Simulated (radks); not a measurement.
Excited configurations of the magnesium ion Mg3+: one electron is placed in a higher orbital outside [He] 2s2 2p4. The ground configuration is [He] 2s2 2p5. Calculated with a radial shooting solver on a logarithmic mesh with Libxc functionals: Dirac Kohn-Sham, PBEsol, spin-unpolarised, spherical densities, point nucleus; open shells fill j = l - 1/2 first. Excitation = E - E(ground); binding = E(ion) - E, where the ion is the core of charge +4; n* = 4/sqrt(2 binding) in atomic units, and the quantum defect is n - n*.

outer orbital  excitation (eV)  binding (eV)     n*  quantum defect  eigenvalue (eV)  <r> (bohr)
3p1/2                   77.693        34.261  2.521           0.479          -29.714       2.175
5s1/2                   99.915        12.039  4.252           0.748          -10.781       6.862
5d3/2                   102.51         9.447  4.800           0.200           -8.362       7.995
6d3/2                   105.39         6.564  5.759           0.241           -5.868       11.89
6f5/2                   105.71         6.242  5.906           0.094           -5.538       11.76
7p1/2                   106.64         5.313  6.401           0.599           -4.796       15.40
7d3/2                   107.13         4.821  6.720           0.280           -4.338       16.50

Estimate the row for 4p1/2.

Answer. excitation (eV) 94.121; binding (eV) 17.833; n* 3.494; quantum defect 0.506; eigenvalue (eV) -15.737; <r> (bohr) 4.398. The Delta-SCF ionisation energy is 111.95 eV (NIST Atomic Spectra Database: 109.27 eV, semi-empirical). Self-interaction in the functional shifts the binding energies and quantum defects, so they are the method's values and not measured ones. Spin polarisation and multiplet splitting are left out, so open shells lie too high by an amount that depends on their filling.

Beside tabulated values, note that spin-unpolarised runs miss the spin-polarisation part of the exchange energy of open shells.
